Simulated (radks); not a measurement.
Results of a calculation; reference values are marked as such.
Q: Er4+, configuration [Xe] 4f8 6p2 (not the ground configuration). Level of theory: scalar-relativistic Kohn-Sham, PBE, spin-polarised, spherical densities, finite nucleus; open shells are filled with parallel spins first (spin-orbit coupling, left out, can overturn this in heavy ions); Fermi nuclear charge, rms radius 5.2516 fm (a radial shooting solver on a logarithmic mesh with Libxc functionals). Some entries of the table are withheld. Estimate them.

| orbital | occ. | eigenvalue (eV) | r(max) (bohr) |
|---|---|---|---|
| 1s up | 1 | -57444.66 | 0.01286 |
| 1s down | 1 | -57444.62 | 0.01286 |
| 2s up | 1 | -9722.630 | 0.07324 |
| 2s down | 1 | -9722.529 | 0.07324 |
| 2p up | 3 | -8609.824 | 0.05957 |
| 2p down | 3 | -8609.731 | 0.05957 |
| 3s up | 1 | -2250.177 | 0.2073 |
| 3s down | 1 | -2246.997 | 0.2072 |
| 3p up | 3 | -1911.598 | 0.2040 |
| 3p down | 3 | -1908.419 | 0.2039 |
| 3d up | 5 | -1486.976 | 0.1665 |
| 3d down | 5 | -1484.544 | 0.1664 |
| 4s up | 1 | -515.3748 | 0.4728 |
| 4s down | 1 | -508.8901 | 0.4728 |
| 4p up | 3 | -403.0825 | 0.4937 |
| 4p down | 3 | -396.7307 | 0.4936 |
| 4d up | 5 | -252.5019 | 0.5082 |
| 4d down | 5 | -246.2838 | 0.5083 |
| 5s up | 1 | (1) | 1.060 |
| 5s down | 1 | (2) | 1.069 |
| 5p up | 3 | (3) | (4) |
| 4f up | 7 | -86.0064 | 0.4894 |
| 5p down | 3 | (5) | (6) |
| 4f down | 1 | -80.0859 | 0.4915 |
| 6p up | 2 | -32.9160 | 2.745 |

A: 
(1) 5s up eigenvalue (eV): -118.6595
(2) 5s down eigenvalue (eV): -115.8069
(3) 5p up eigenvalue (eV): -88.1907
(4) 5p up r(max) (bohr): 1.176
(5) 5p down eigenvalue (eV): -85.9855
(6) 5p down r(max) (bohr): 1.188
